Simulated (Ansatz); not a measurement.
Ansatz (a program for electronic structure) input (PBE0/def2-TZVPD):

Ansatz 0.2 input:
```yaml
crystal:
  periodic: [false, false, false]
  atoms:
    - {symbol: C, position_ang: [2.86986742, 0.71689962, 0.49084028]}
    - {symbol: C, position_ang: [1.44648068, 0.26115729, 0.80006796]}
    - {symbol: C, position_ang: [0.58028547, 0.17022277, -0.45374806]}
    - {symbol: C, position_ang: [-0.90897695, -0.17235350, -0.22269946]}
    - {symbol: C, position_ang: [-1.57084396, 0.89809570, 0.58238434]}
    - {symbol: C, position_ang: [-1.06203455, -1.53292615, 0.47344916]}
    - {symbol: C, position_ang: [-1.59646956, -0.25022653, -1.60739975]}
    - {symbol: H, position_ang: [2.87415785, 1.70750202, 0.02948812]}
    - {symbol: H, position_ang: [3.36179843, 0.02959933, -0.20213970]}
    - {symbol: H, position_ang: [3.47855209, 0.76832341, 1.39551833]}
    - {symbol: H, position_ang: [0.98337614, 0.95274501, 1.50988539]}
    - {symbol: H, position_ang: [1.48062202, -0.71083094, 1.29857382]}
    - {symbol: H, position_ang: [1.00647349, -0.57661749, -1.13251120]}
    - {symbol: H, position_ang: [0.62846082, 1.12676277, -0.98612644]}
    - {symbol: H, position_ang: [-1.33879623, 1.94031019, 0.40227478]}
    - {symbol: H, position_ang: [-2.40820374, 0.67171464, 1.22922843]}
    - {symbol: H, position_ang: [-0.55909734, -2.31781251, -0.09608359]}
    - {symbol: H, position_ang: [-0.64212304, -1.51921043, 1.47916895]}
    - {symbol: H, position_ang: [-2.11700828, -1.80235664, 0.55680419]}
    - {symbol: H, position_ang: [-1.50416988, 0.69664611, -2.14212201]}
    - {symbol: H, position_ang: [-1.13572481, -1.03286583, -2.21661623]}
    - {symbol: H, position_ang: [-2.65816862, -0.47912480, -1.50270987]}
basis:
  gaussian:
    orbitals: def2-TZVPD
hamiltonian:
  xc: {name: PBE0}
magnetization: {spin_polarized: true, initial_magnetization: 1}
output: {forces: true}
```

Output:

```
Functional definition: PBE0
integrals: 0.50 GiB planned
1983 factors; their error is unknown
0.61 GiB of the device are held for the grids
3.10 GiB of device memory are held for the factors and their scratch space
mean field: 4.64 GiB planned
mean field evaluation 1: about -7479.8524 eV, gradient 5.8e1 eV
mean field evaluation 2: about -7470.8518 eV, gradient 7.0e1 eV
mean field evaluation 4: about -7495.9931 eV, gradient 3.9e0 eV
mean field evaluation 8: about -7496.0575 eV, gradient 7.3e-2 eV
mean field evaluation 16: about -7495.9991 eV, gradient 3.5e-4 eV
mean field -7495.99908139 eV, -275.4728852705 hartree, gradient 3.7e-5 eV, S^2 0.754985; 0 other end points of the search recorded, 0 dependent functions left out
the calculation of the forces begins
reference -7495.99913078 eV, -275.4728870855 hartree; 29, 28 occupied and 365, 366 virtual orbitals, 1983 factors
Total energy: -7495.99913078 eV, -275.4728870855 hartree
Atom 0 at     2.869867     0.716900     0.490840 Å, force    -0.192574    -0.060920     0.028791 eV/Å
Atom 1 at     1.446481     0.261157     0.800068 Å, force     0.073805     0.049833    -0.199203 eV/Å
Atom 2 at     0.580285     0.170223    -0.453748 Å, force    -0.093667    -0.034639     0.207229 eV/Å
Atom 3 at    -0.908977    -0.172353    -0.222699 Å, force     0.018141    -0.063648    -0.068039 eV/Å
Atom 4 at    -1.570844     0.898096     0.582384 Å, force     0.085748    -0.129917    -0.083683 eV/Å
Atom 5 at    -1.062035    -1.532926     0.473449 Å, force     0.020075     0.203433    -0.111281 eV/Å
Atom 6 at    -1.596470    -0.250227    -1.607400 Å, force     0.122191     0.008000     0.223604 eV/Å
Atom 7 at     2.874158     1.707502     0.029488 Å, force     0.000388     0.027317    -0.012411 eV/Å
Atom 8 at     3.361798     0.029599    -0.202140 Å, force     0.013366    -0.018496    -0.017907 eV/Å
Atom 9 at     3.478552     0.768323     1.395518 Å, force     0.015218     0.000906     0.025827 eV/Å
Atom 10 at     0.983376     0.952745     1.509885 Å, force    -0.020418     0.035161     0.029623 eV/Å
Atom 11 at     1.480622    -0.710831     1.298574 Å, force     0.003587    -0.045454     0.020376 eV/Å
Atom 12 at     1.006473    -0.576617    -1.132511 Å, force     0.016093    -0.039474    -0.035522 eV/Å
Atom 13 at     0.628461     1.126763    -0.986126 Å, force    -0.001845     0.049394    -0.025565 eV/Å
Atom 14 at    -1.338796     1.940310     0.402275 Å, force     0.016256     0.063559    -0.014483 eV/Å
Atom 15 at    -2.408204     0.671715     1.229228 Å, force    -0.050288    -0.018324     0.037648 eV/Å
Atom 16 at    -0.559097    -2.317813    -0.096084 Å, force     0.017630    -0.029791    -0.028451 eV/Å
Atom 17 at    -0.642123    -1.519210     1.479169 Å, force     0.021206     0.005691     0.051549 eV/Å
Atom 18 at    -2.117008    -1.802357     0.556804 Å, force    -0.044812    -0.006065     0.001373 eV/Å
Atom 19 at    -1.504170     0.696646    -2.142122 Å, force     0.005893     0.043735    -0.019842 eV/Å
Atom 20 at    -1.135725    -1.032866    -2.216616 Å, force     0.018892    -0.030090    -0.019965 eV/Å
Atom 21 at    -2.658169    -0.479125    -1.502710 Å, force    -0.044884    -0.010212     0.010330 eV/Å
Dipole moment:     0.002962    -0.029746    -0.027591 e Å
```

It need not be the lowest isomer of its formula.
